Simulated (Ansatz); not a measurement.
Harmonic frequencies (cm⁻¹) at PBE0-D4/def2-TZVP from Ansatz: 81, 132, 192, 242, 247, 295, 307, 334, 531, 992, 1084, 1107, 1153, 1229, 1285, 1436, 1460, 1461, 1482, 1489, 1513, 2982, 2988, 3025, 3033, 3077, 3141.

Each molecule was computed in one conformer, which needn't be the lowest.

(1) Which molecule is it?
A. `[SiH3][O][Sn][O][SiH3]`
B. `[CH3][Sn][CH3]`
C. `C[S][Sn][S]C`
D. `C[N](C)[Sn][Cl]`

## Answers

(1) D.
